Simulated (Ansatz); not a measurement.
Geometry optimisation, RKS PBE0-D4/STO-3G (Ansatz 0.2.0).

input.yaml

```yaml
crystal:
  periodic: [false, false, false]
  atoms:
    - { symbol: "N", position_ang: [-1.3833, 1.4099, 0.9112] }
    - { symbol: C, position_ang: [-0.7406, 0.7203, -0.153] }
    - { symbol: Si, position_ang: [0.3497, -0.5696, 0.59] }
    - { symbol: Al, position_ang: [1.558, -1.7412, -1.1203] }
    - { symbol: H, position_ang: [-2.1096, 2.0949, 0.4209] }
    - { symbol: H, position_ang: [-0.7345, 2.0756, 1.39] }
    - { symbol: H, position_ang: [-1.76032, 0.46782, 1.13908] }
    - { symbol: H, position_ang: [-0.092, 1.4369, -0.778] }
    - { symbol: H, position_ang: [-0.4165, -1.4896, 1.4474] }
    - { symbol: H, position_ang: [1.3811, 0.0857, 1.4873] }
    - { symbol: H, position_ang: [1.273, -3.3296, -1.2354] }
    - { symbol: H, position_ang: [2.4421, -0.9613, -2.1274] }
basis:
  gaussian: { orbitals: STO-3G }
hamiltonian:
  xc: pbe0
  dispersion: d4
relax:
  f_tol: 0.02
  max_steps: 50
```

Launched with:

```bash
$ ansatz run input.yaml --threads 1 --pin off --max-ram 2048MiB --backend cpu --events-out ev --progress --plain --runs-dir out
```

Problem. Where does it end, and by what steps?

Solution. It converged. Limits of this set-up: minimal basis. After 13 steps the energy has fallen by 1.994 eV; H12 moved furthest, 0.59 Å.

```csv
step,energy less start (eV),largest force component (eV/Å),accepted
0,0.0000,4.779,yes
1,-1.3593,1.822,yes
2,-1.8093,1.132,yes
3,-1.8948,1.010,yes
4,-1.9563,0.532,yes
5,-1.9729,0.272,yes
6,-1.9808,0.283,yes
7,-1.9880,0.206,yes
8,-1.9913,0.125,yes
9,-1.9919,0.097,yes
10,-1.9927,0.078,yes
11,-1.9933,0.033,yes
12,-1.9936,0.039,yes
13,-1.9937,0.014,yes
```

```xyz
12
Properties=species:S:1:pos:R:3
N -1.384 1.413 0.862
C -0.872 0.542 -0.360
Si 0.424 -0.567 0.446
Al 1.590 -1.777 -1.098
H -2.083 2.133 0.529
H -0.726 1.967 1.522
H -1.926 0.784 1.512
H -0.301 1.336 -0.901
H -0.273 -1.422 1.391
H 1.325 0.171 1.333
H 1.171 -3.162 -1.508
H 2.821 -1.219 -1.758
```

Whether the end is a true minimum wasn't checked by a vibrational analysis.

Time of the run: 32 s on 1 thread of Arm Neoverse V2 (shared host), peak memory 0.14 GiB.
